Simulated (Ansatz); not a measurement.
C5H6O (SMILES O=C1CC=CC1), singlet, geometry from GFN2-xTB; PBE/def2-TZVPD (Ansatz, a first-principles code).

Ansatz was given this input:
Ansatz 0.2 input:
```yaml
crystal:
  periodic: [false, false, false]
  atoms:
    - {symbol: O, position_ang: [-1.24126731, 1.63369218, -0.11145900]}
    - {symbol: C, position_ang: [-0.51560024, 0.67860652, -0.04629808]}
    - {symbol: C, position_ang: [-0.94234523, -0.75398022, 0.21745219]}
    - {symbol: C, position_ang: [0.33925336, -1.52319523, 0.19354953]}
    - {symbol: C, position_ang: [1.38418975, -0.74511192, -0.03879379]}
    - {symbol: C, position_ang: [0.99309187, 0.68719010, -0.21289542]}
    - {symbol: H, position_ang: [-1.64872772, -1.08529890, -0.54760460]}
    - {symbol: H, position_ang: [-1.45973258, -0.82401418, 1.17738228]}
    - {symbol: H, position_ang: [0.36124117, -2.58720527, 0.35230667]}
    - {symbol: H, position_ang: [2.41072459, -1.06111347, -0.10339934]}
    - {symbol: H, position_ang: [1.26305044, 1.08287710, -1.19504326]}
    - {symbol: H, position_ang: [1.45204558, 1.34416181, 0.52994362]}
basis:
  gaussian:
    orbitals: def2-TZVPD
hamiltonian:
  xc: pbe
```

The log (banner, timings and long lists left out):

```
Functional definition: PBE
1360 factors; their error is unknown
mean field evaluation 1: about -7308.2160 eV, gradient 8.1e1 eV
mean field evaluation 2: about -7281.0391 eV, gradient 1.3e2 eV
mean field evaluation 4: about -7322.0253 eV, gradient 2.2e1 eV
mean field evaluation 8: about -7322.8948 eV, gradient 2.7e-1 eV
mean field evaluation 16: about -7322.8408 eV, gradient 4.8e-4 eV
mean field -7322.84079549 eV, -269.1094356344 hartree, gradient 3.1e-5 eV, S^2 0.000000; 0 other end points of the search recorded, 0 dependent functions left out
reference -7322.84085267 eV, -269.1094377359 hartree; 22, 22 occupied and 257, 257 virtual orbitals, 1360 factors
Total energy: -7322.84085267 eV, -269.1094377359 hartree
```
